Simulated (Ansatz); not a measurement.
Program: Ansatz. Geometries: PBE0-D4/def2-TZVP. ΔE: electronic, gas phase. CBS: MP2 limit from def2 TZ/QZ plus the TZ coupled-cluster correction, frozen cores. DFT in def2-TZVPP. B3LYP here is the variant with VWN-RPA as its local correlation; programs differ in this. HSE06 is defined as in plane-wave codes. Each species was taken in one conformer, which may not be the lowest.

Reaction (substitution at a C–O bond): `CBOC(C)=O` + `O[SiH3]` → `CC(=O)O[SiH3]` + `CBO`

```
             level  ΔE (kcal/mol)  difference from CCSD(T)/CBS
       LDA (SPW92)           -8.4                         -1.6
            PBE-D4           -7.9                         -1.1
         revPBE-D4           -7.9                         -1.1
           BLYP-D4           -7.4                         -0.6
         r2SCAN-D4           -7.4                         -0.6
            B97M-V           -7.1                         -0.3
           PBE0-D4           -7.4                         -0.6
          B3LYP-D4           -7.0                         -0.2
        r2SCAN0-D4           -7.1                         -0.3
          BHLYP-D4           -6.7                          0.1
           ωB97M-V           -7.3                         -0.5
             HSE06           -7.2                         -0.4
         CAM-B3LYP           -6.7                          0.1
RPA@PBE/def2-TZVPP           -7.1                         -0.3
      MP2/def2-SVP          -10.0                         -3.2
    MP2/def2-QZVPP           -7.0                         -0.2
       CCSD(T)/CBS           -6.8                            0
```

(1) What do rigid-rotor, harmonic-oscillator terms from PBE0-D4/def2-TZVP frequencies (298.15 K, 1 bar) make of the CCSD(T)/CBS value? (Best estimate.)

Largest T1 diagnostic among the species: 0.014.

## Answers

(1) Ansatz gave: ΔZPE = +1.0 kcal/mol, ΔH = -6.1 kcal/mol, ΔS = -10 J/(mol·K), ΔG = -5.4 kcal/mol.

Leaving LDA and LC-ωPBE aside and taking each functional with its dispersion term where it has one, the values spread over 1.3 kcal/mol, from revPBE-D4 to BHLYP-D4. LDA lies −0.7 kcal/mol from PBE without D4. In def2-TZVPP, CCSD(T) changes the Hartree–Fock value by −1.6 kcal/mol (the triples alone add −0.3 kcal/mol) and MP2 by −1.7 kcal/mol.
